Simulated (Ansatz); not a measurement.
Wavefunction ladder for `O[SiH](Cl)[SiH2]Cl`

```xyz
9

O    -0.572   -0.326    1.896
Si   -0.175   -0.967    0.445
Cl   -1.829   -1.706   -0.536
Si    0.699    0.720   -0.930
Cl   -0.509    2.356   -0.532
H    -1.041    0.513    1.890
H     0.725   -2.106    0.727
H     0.612    0.419   -2.379
H     2.092    1.097   -0.580
```

Total charge 0; spin multiplicity 1. All single points use the PBE0-D4/def2-TZVP geometry. It is one conformer, not always the lowest. Frozen core, restricted reference, Ansatz 0.2.0. CBS rows extrapolate triple and quadruple zeta; past MP2 they add the triple-zeta difference.

| basis | HF (Eh) | MP2 corr. | CCSD corr. | (T) | CCSD(T) total |
| --- | --- | --- | --- | --- | --- |
| def2-SVP | -1573.66709 | -0.63937 | -0.69599 | -0.01576 | -1574.37884 |
| def2-TZVPP | -1574.29783 | -0.85599 | -0.91619 | -0.03643 | -1575.25045 |
| def2-QZVPP | -1574.34526 | -0.93528 | – | – | – |
| CBS(def2) | -1574.35179 | -0.99401 | -1.05420 | as TZ | -1575.44242 |
